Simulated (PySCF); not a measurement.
Ag(NH3)2 (AgH6N2), SMILES [NH3]->[Ag+]<-[NH3], charge +1, multiplicity 1.

The structure is a stationary point at B3LYP-D3(BJ)/def2-SVP. The multiplicity is an assumed one; other spin states were not compared. The isomer is the one that the SMILES or the coordinates give; other isomers of the formula were not compared. The def2 effective core potentials stand for the cores of Ag; spin–orbit coupling is left out.

Calculation: PBE/def2-TZVPD (PySCF).

Isolated molecule, no solvent.

- total energy = -259.87029 hartree
- point group = D3
- highest occupied level = -11.02 eV
- lowest empty level = -6.10 eV
- orbital gap = 4.92 eV
- dipole moment about the centre of nuclear charge = 0.00 D
- mean static polarisability = 43.5 bohr³ (6.45 Å³)
- polarisability, principal values = 37.1, 37.1, 56.5 bohr³
